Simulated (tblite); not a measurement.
Input of a run (GFN2-xTB geometry optimisation, gas phase (tblite 0.8.0)), started from a force field or distance geometry:
```
{"job": {"kind": "relax", "xc": "GFN2-xTB", "basis": "xTB"}, "charge": 0, "multiplicity": 1}
C      2.690100    -0.504400    -0.203000
C      1.501100    -1.076600     0.541400
S      1.211200    -2.738200     0.511800
C      0.579700    -0.134100     1.291600
Si    -0.583900     0.873000     0.262900
O      0.213500     1.845800    -0.839800
Si    -2.121200    -0.516200    -0.825000
S     -3.468100     0.714500    -1.956000
H      2.357200    -0.164500    -1.187100
H      3.083800     0.350900     0.352700
H      3.478700    -1.238300    -0.332900
H     -0.005300    -0.703900     2.044700
H      1.210900     0.544200     1.885900
H     -1.341200     1.788500     1.139200
H     -0.334400     2.449900    -1.375000
H     -2.921700    -1.281200     0.185600
H     -1.425900    -1.428500    -1.760400
H     -4.133200     1.225200    -0.914900
```

Output (eV, eV/Å):
```
step      E/eV     max force
  0    -695.93870    2.330
  1    -696.13113    0.710
  2    -696.17464    0.386
  3    -696.19177    0.358
  4    -696.21098    0.405
  5    -696.22824    0.317
  6    -696.24232    0.231
  7    -696.25097    0.207
  8    -696.25902    0.233
  9    -696.26690    0.235
 10    -696.27414    0.212
 11    -696.28060    0.171
 12    -696.28621    0.167
 13    -696.29116    0.189
 14    -696.29564    0.159
 15    -696.29949    0.167
 16    -696.30284    0.187
 17    -696.30632    0.143
 18    -696.30994    0.155
 19    -696.31328    0.131
 20    -696.31642    0.129
 21    -696.32000    0.145
 22    -696.32419    0.171
 23    -696.32808    0.170
 24    -696.33057    0.115
 25    -696.33189    0.101
 26    -696.33283    0.088
 27    -696.33379    0.081
 28    -696.33461    0.088
 29    -696.33529    0.073
 30    -696.33595    0.075
 31    -696.33668    0.074
 32    -696.33740    0.093
 33    -696.33800    0.082
 34    -696.33847    0.052
 35    -696.33895    0.066
 36    -696.33953    0.068
 37    -696.34024    0.090
 38    -696.34111    0.093
 39    -696.34214    0.082
 40    -696.34318    0.071
 41    -696.34414    0.075
 42    -696.34502    0.073
 43    -696.34596    0.072
 44    -696.34694    0.071
 45    -696.34779    0.062
 46    -696.34834    0.060
 47    -696.34877    0.053
 48    -696.34924    0.054
 49    -696.34983    0.061
 50    -696.35037    0.064
 51    -696.35087    0.071
 52    -696.35146    0.070
 53    -696.35221    0.087
 54    -696.35303    0.088
 55    -696.35381    0.063
 56    -696.35463    0.070
 57    -696.35567    0.088
 58    -696.35702    0.132
 59    -696.35841    0.137
 60    -696.35955    0.116
 61    -696.36070    0.081
 62    -696.36187    0.111
 63    -696.36345    0.118
 64    -696.36512    0.090
 65    -696.36651    0.117
 66    -696.36717    0.136
 67    -696.36924    0.143
 68    -696.37110    0.132
 69    -696.37638    0.118
 70    -696.37751    0.094
 71    -696.37880    0.082
 72    -696.37966    0.104
 73    -696.38061    0.133
 74    -696.38218    0.128
 75    -696.38422    0.108
 76    -696.38550    0.066
 77    -696.38622    0.056
 78    -696.38665    0.067
 79    -696.38707    0.077
 80    -696.38776    0.076
 81    -696.38879    0.066
 82    -696.38985    0.050
 83    -696.39029    0.042
 84    -696.39074    0.040
 85    -696.39103    0.036
 86    -696.39138    0.045
 87    -696.39182    0.054
 88    -696.39235    0.056
 89    -696.39285    0.050
 90    -696.39328    0.045
 91    -696.39366    0.044
 92    -696.39403    0.044
 93    -696.39431    0.080
 94    -696.39458    0.034
 95    -696.39474    0.027
 96    -696.39486    0.026
 97    -696.39500    0.024
 98    -696.39514    0.022
 99    -696.39522    0.019
100    -696.39527    0.020
101    -696.39533    0.021
102    -696.39543    0.029
103    -696.39562    0.045
104    -696.39590    0.053
105    -696.39621    0.043
106    -696.39646    0.035
107    -696.39666    0.038
108    -696.39686    0.041
109    -696.39706    0.037
110    -696.39721    0.023
111    -696.39732    0.028
112    -696.39742    0.026
113    -696.39757    0.032
114    -696.39773    0.026
115    -696.39784    0.023
116    -696.39789    0.019
117    -696.39794    0.014
118    -696.39798    0.015
119    -696.39802    0.018
120    -696.39806    0.021
121    -696.39811    0.019
122    -696.39817    0.023
123    -696.39825    0.023
124    -696.39830    0.016
125    -696.39833    0.011
126    -696.39835    0.010
```

Problem. Summarise the run.

Solution. The energy falls by 0.460 eV over 126 L-BFGS steps, the largest force on an atom goes from 2.33 to 0.010 eV/Å, and the atoms move by 0.478 Å rms after alignment. The bond that changes most is C4–Si5 (sp3 carbon bound to silicon to oxygen-bound silicon), which lengthens by 0.077 Å. Bonds longer at the end by more than 0.005 Å: 2 of 17; shorter: 11. Among the angles that change most is C4–Si5–O6, from 112.5° to 101.5°. Among the dihedrals that turn most is H9–C1–C2–C4, from -84° to -49°. The energy never rose by more than 1e-5 eV on the way. The first step brought 42 % of the lowering.

Problem. What are the final bond lengths?

Solution. C1–C2 1.487 Å, C2=S3 1.638 Å, C2–C4 1.463 Å, C4–Si5 1.928 Å, Si5–O6 1.628 Å, Si5–Si7 2.318 Å, Si7–S8 2.176 Å, C1–H9 1.090 Å, C1–H10 1.091 Å, C1–H11 1.087 Å, C4–H12 1.087 Å, C4–H13 1.087 Å, Si5–H14 1.472 Å, O6–H15 0.954 Å, Si7–H16 1.459 Å, Si7–H17 1.458 Å, S8–H18 1.323 Å. Numbering counts from 1 in the input's order; the species is `CC(=S)C[Si@@H](O)[SiH2]S`.

The run took 2.5 s wall on Arm Neoverse N1, one thread, shared host with 64 logical CPUs at a one-minute load of 61.

Its GFN2-xTB frequencies are all real (lowest 26 cm⁻¹). One conformer, not necessarily the lowest.

The numbers are calculated, not measured.
